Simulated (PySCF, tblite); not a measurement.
Isomers of C5H11NOSi, one GFN2-xTB conformer each. Single-point energies are computed at PBE0/pcSseg-1 (PySCF, gas phase, no added dispersion term), electronic only.

Task: Rank them by PBE0/pcSseg-1 energy, lowest first (kJ/mol).
A. `[CH3:1][NH:2][C:3](=[O:4])[C@H:5]1[CH2:6][CH2:7][SiH2:8]1` with C1–N2–C3–O4 -1°, N2–C3–C5–C6 158°, C3–C5–C6–C7 127°, C5–C6–C7–Si8 -11°, C6–C7–Si8–C5 9°, C3–C5–Si8–C7 -126°
B. `[CH3:1][CH2:2][C@@H:3]1[CH2:4][C:5](=[O:6])[Si@H:7]1[NH2:8]` with C1–C2–C3–C4 -67°, C5–Si7–N8–H -101° and 39°, C2–C3–C4–C5 -137°, C3–C4–C5–O6 -159°, C4–C5–Si7–N8 -120°, C2–C3–Si7–C5 131°
C. `[H]/[N:4]=[CH:3]/[C@@H:2]([CH3:1])[C:5](=[O:6])[CH2:7][SiH3:8]` with C1–C2–C3–N4 142°, C1–C2–C5–O6 2°, C2–C5–C7–Si8 -110°
D. `[CH3:1][C:2]([CH3:3])([CH2:4][C:5]#[N:6])[O:7][SiH3:8]` with C1–C2–C4–C5 60°, C1–C2–O7–Si8 -174°

Result: D (0.0), B (6.5), A (8.2), C (79.7).

As drawn, the lowest has a C≡N group and an Si–O bond, which the highest lacks; the highest has a C=O bond, a C=N bond and an N–H bond, which the lowest lacks. Neighbours under 10 kJ/mol apart (CC(C)(CC#N)O[SiH3] and CC[C@@H]1CC(=O)[Si@H]1N; CC[C@@H]1CC(=O)[Si@H]1N and CNC(=O)[C@H]1CC[SiH2]1) can change places with a better method, another conformer or zero-point energy. GFN2-xTB itself gives, in the same order: 0.0, 162.5, 118.5, 189.8. Both levels put the same isomer lowest; measured from each level's own lowest isomer, the values differ by up to 156.0 kJ/mol (CC[C@@H]1CC(=O)[Si@H]1N: 162.5 against 6.5).

Task: Which frontier levels, dipoles and rotational constants go with these structures?

Result: 
```json
{"SMILES": "CC(C)(CC#N)O[SiH3]", "HOMO (eV, PBE0/pcSseg-1)": "-8.45", "LUMO (eV)": "0.09", "dipole (D)": "3.05", "A, B, C (MHz)": "3226, 970.6, 902.3"}
{"SMILES": "CC[C@@H]1CC(=O)[Si@H]1N", "HOMO (eV, PBE0/pcSseg-1)": "-6.14", "LUMO (eV)": "-1.17", "dipole (D)": "2.60", "A, B, C (MHz)": "2288, 1211, 860.6"}
{"SMILES": "CNC(=O)[C@H]1CC[SiH2]1", "HOMO (eV, PBE0/pcSseg-1)": "-7.13", "LUMO (eV)": "0.05", "dipole (D)": "3.43", "A, B, C (MHz)": "3655, 1006, 906.5"}
{"SMILES": "[H]/N=C/[C@@H](C)C(=O)C[SiH3]", "HOMO (eV, PBE0/pcSseg-1)": "-7.23", "LUMO (eV)": "-1.07", "dipole (D)": "1.93", "A, B, C (MHz)": "2201, 1314, 935.1"}
```

Task: What happens when harmonic zero-point energies from GFN2-xTB frequencies are added?

Result: 
| SMILES | ZPE (kJ/mol) | electronic (kJ/mol) | with ZPE (kJ/mol) |
| --- | --- | --- | --- |
| CC(C)(CC#N)O[SiH3] | 385.3 | 0.0 | 0.0 |
| CC[C@@H]1CC(=O)[Si@H]1N | 400.0 | 6.5 | 21.1 |
| CNC(=O)[C@H]1CC[SiH2]1 | 395.0 | 8.2 | 17.9 |
| [H]/N=C/[C@@H](C)C(=O)C[SiH3] | 383.0 | 79.7 | 77.4 |

The zero-point energies span 17.0 kJ/mol. The lowest isomer stays, but the order above it changes.

Task: As an exercise, what shares would exp(−E/RT) give at 500 K from these electronic energies alone (no entropy, no degeneracies)?

Result: RT = 4.157 kJ/mol: CC(C)(CC#N)O[SiH3] 74.2 %, CC[C@@H]1CC(=O)[Si@H]1N 15.6 %, CNC(=O)[C@H]1CC[SiH2]1 10.2 %, [H]/N=C/[C@@H](C)C(=O)C[SiH3] under 0.1 %.
